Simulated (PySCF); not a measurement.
Ta(O)(F)(OH)2 (FH2O3Ta), SMILES [Ta](=[O])([F])([OH])[OH], multiplicity 1.

The structure is a stationary point at B3LYP-D3(BJ)/def2-SVP. The multiplicity is an assumed one; no other spin state was optimised. The structure was generated by enumeration; whether it is a known compound was not checked. The def2 effective core potentials stand for the cores of Ta; spin–orbit coupling is left out. Other conformers were not sampled.

Level of theory: B3LYP-D3(BJ)/def2-SVP run with PySCF 2.14.0.

Frequencies are harmonic and unscaled.

Computed harmonic wavenumbers and intensities:
| mode | ν (cm⁻¹) | IR (km/mol) | Raman (Å⁴/amu) | depolarisation | moving atoms (share of kinetic energy) |
|---|---|---|---|---|---|
| 1 | 170 | 5.9 | 1.0 | 0.75 | F 54 %, O 30 %, Ta 9 % |
| 2 | 178 | 0.1 | 1.6 | 0.68 | O 56 %, F 18 %, H 15 %, Ta 11 % |
| 3 | 191 | 0.5 | 1.0 | 0.66 | O 60 %, Ta 14 %, F 13 %, H 13 % |
| 4 | 225 | 16.4 | 3.9 | 0.75 | O 75 %, H 20 % |
| 5 | 230 | 6.9 | 2.3 | 0.72 | O 66 %, F 21 %, H 10 % |
| 6 | 378 | 85.3 | 1.3 | 0.75 | H 84 %, O 16 % |
| 7 | 379 | 256.1 | 3.1 | 0.75 | H 80 %, O 18 % |
| 8 | 491 | 101.8 | 1.3 | 0.75 | H 67 %, O 33 % |
| 9 | 502 | 195.4 | 1.1 | 0.75 | H 74 %, O 24 % |
| 10 | 680 | 114.5 | 2.1 | 0.04 | F 88 %, Ta 11 % |
| 11 | 729 | 129.6 | 1.3 | 0.75 | O 74 %, Ta 14 %, H 13 % |
| 12 | 730 | 59.7 | 9.8 | 0.07 | O 83 %, H 10 % |
| 13 | 997 | 133.6 | 17.9 | 0.05 | O 92 % |
| 14 | 3888 | 351.2 | 63.6 | 0.75 | H 94 % |
| 15 | 3893 | 120.5 | 152.9 | 0.15 | H 94 % |
